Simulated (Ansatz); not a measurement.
Relaxation of a periodic cell of 17 atoms, Be16H (host Be, host structure hcp, interstitial H), to a largest force component of 0.03 eV/Å in at most 60 steps.

Theory: DFT PBE-D3(BJ), scalar-relativistic, plane waves, PAW (Ansatz 0.2.0). Settings: cutoff 420 eV, k mesh 5x6x4, gaussian smearing 0.05 eV, no spin polarisation.

```xyz
17
Lattice="-2.2900 -3.9664 0.0000 3.4350 -1.9832 0.0000 0.0000 0.0000 7.1769" Properties=species:S:1:pos:R:3:forces:R:3
Be 0.000 -3.966 0.000 0.01 0.00 -0.65
Be 0.000 -2.644 1.794 0.06 1.46 -0.27
Be 0.000 -3.966 3.588 0.02 -0.01 1.08
Be 0.000 -2.644 5.383 0.03 0.07 -0.02
Be -1.145 -1.983 0.000 -0.03 -0.01 0.14
Be 2.290 -2.644 1.794 -0.11 0.06 0.04
Be -1.145 -1.983 3.588 0.01 0.10 0.01
Be 2.290 -2.644 5.383 0.00 0.00 -0.02
Be 1.145 -1.983 0.000 0.05 -0.03 0.14
Be 1.145 -0.661 1.794 -1.27 -0.81 -0.29
Be 1.145 -1.983 3.588 0.05 -0.03 0.03
Be 1.145 -0.661 5.383 -0.05 -0.06 -0.02
Be 0.000 0.000 0.000 -0.01 0.03 0.14
Be 1.145 -4.627 1.794 1.33 -0.77 -0.26
Be 0.000 0.000 3.588 -0.08 -0.06 0.01
Be 1.145 -4.627 5.383 0.05 -0.03 0.04
H 0.000 -3.971 2.168 -0.08 0.10 -0.11
```

Problem. Where does it end, and by what steps?

Solution. The forces met the threshold. Limits of this set-up: odd electron count without spin. After 4 steps the energy has fallen by 0.308 eV; H17 moved furthest, 0.15 Å.

```
step  energy less start (eV)  largest force component (eV/Å)  accepted
   0                  0.0000                           1.457       yes
   1                 -0.2021                           0.806       yes
   2                 -0.2994                           0.160       yes
   3                 -0.2936                           0.186        no
   4                 -0.3076                           0.016       yes
```

```xyz
17
Lattice="-2.2900 -3.9664 0.0000 3.4350 -1.9832 0.0000 0.0000 0.0000 7.1769" Properties=species:S:1:pos:R:3
Be 0.000 -3.966 -0.036
Be 0.006 -2.530 1.796
Be 0.001 -3.968 3.614
Be 0.002 -2.637 5.389
Be -1.146 -1.980 0.016
Be 2.251 -2.622 1.811
Be -1.141 -1.974 3.604
Be 2.287 -2.643 5.398
Be 1.146 -1.984 0.008
Be 1.049 -0.723 1.796
Be 1.147 -1.985 3.617
Be 1.139 -0.666 5.389
Be -0.004 -0.001 0.016
Be 1.263 -4.696 1.798
Be -0.007 -0.008 3.604
Be 1.155 -4.634 5.391
H 0.012 -3.974 2.018
```

Time of the run: 60 s on 2 threads of Arm Neoverse V1, on a shared host, peak memory 0.51 GiB.
